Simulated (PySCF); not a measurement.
A geometry optimisation on `C1C=C(C[C@H](B(Cl)Cl)C1)OC`.

Computed with PBE0-D3(BJ)/def2-SVP geometry optimisation, gas phase (PySCF 2.14.0). Start geometry: GFN2-xTB. The command runs a driver script over a list of jobs; the input below is this job's line of settings and its coordinates in Å.

Command:
```bash
OMP_NUM_THREADS=1 python probes_run.py task.json out
```

Input:
```
{"job": {"xc": "PBE0", "basis": "def2-SVP", "d3": "d3bj", "grid": 1, "kind": "geom"}, "charge": 0, "multiplicity": 1}
C      3.173404     0.176625     0.062628
O      2.312247    -0.925830    -0.075705
C      0.950901    -0.731197    -0.018333
C      0.184087    -1.807396     0.130890
C     -1.310064    -1.759515     0.197285
C     -1.807715    -0.346029     0.475765
C     -1.104701     0.640929    -0.475976
B     -1.787434     2.082966    -0.491071
Cl    -3.479367     2.232485    -0.757785
Cl    -0.880033     3.522065    -0.258128
C      0.394824     0.661588    -0.144605
H      4.174510    -0.246077     0.142219
H      3.139357     0.840840    -0.807726
H      2.957524     0.756779     0.964803
H      0.652542    -2.777042     0.194223
H     -1.658966    -2.437089     0.979917
H     -1.730169    -2.118661    -0.748668
H     -1.575129    -0.070383     1.505735
H     -2.889522    -0.296558     0.345819
H     -1.210356     0.211637    -1.481936
H      0.555442     1.208660     0.789957
H      0.928209     1.200589    -0.930944
```

Output:
```
step   0  E = -1292.63081772  max force = 0.027289
step   1  E = -1292.63449942  max force = 0.008601
step   2  E = -1292.63481746  max force = 0.003132
step   3  E = -1292.63495206  max force = 0.003774
step   4  E = -1292.63516004  max force = 0.005311
step   5  E = -1292.63534925  max force = 0.003686
step   6  E = -1292.63548466  max force = 0.001289
step   7  E = -1292.63551044  max force = 0.000703
step   8  E = -1292.63552169  max force = 0.000316
optimisation converged
```

Energies in Eh; «max force» is the largest Cartesian gradient component in Eh/bohr.

Give the first gradient maximum in eV/Å.

With 1 Eh/bohr = 51.422 eV/Å, 1.403 eV/Å.

Main results: final energy -1292.63552 Eh after 8 steps; dipole 0.79 D.

Give the final coordinates.

0.236 Å rms from the input after alignment:
```
atom  x, y, z in Å
C1     2.6876    0.9772    0.5590
O2     1.8351    0.0058    0.0179
C3     0.4976    0.1358    0.2397
C4    -0.2314   -0.9653    0.4693
C5    -1.7168   -0.9433    0.6539
C6    -2.2426    0.4595    0.9245
C7    -1.6140    1.4753   -0.0443
B8    -2.3148    2.8744    0.0032
Cl9   -4.0542    2.9980   -0.2024
Cl10  -1.4256    4.3692    0.2395
C11   -0.0952    1.5115    0.1263
H12    3.7126    0.6809    0.2992
H13    2.5072    1.9856    0.1471
H14    2.6052    1.0283    1.6604
H15    0.2970   -1.9220    0.5019
H16   -1.9988   -1.6112    1.4855
H17   -2.2174   -1.3644   -0.2395
H18   -1.9882    0.7540    1.9580
H19   -3.3396    0.4817    0.8479
H20   -1.8353    1.1045   -1.0678
H21    0.1714    2.1199    1.0092
H22    0.3679    2.0260   -0.7328
```

Estimate the wall time. Hardware: one thread, Arm Neoverse V2, no GPU (shared host).

About 4.5 min.
Labels such as C1 count atoms from 1, the log's own numbers from 0.
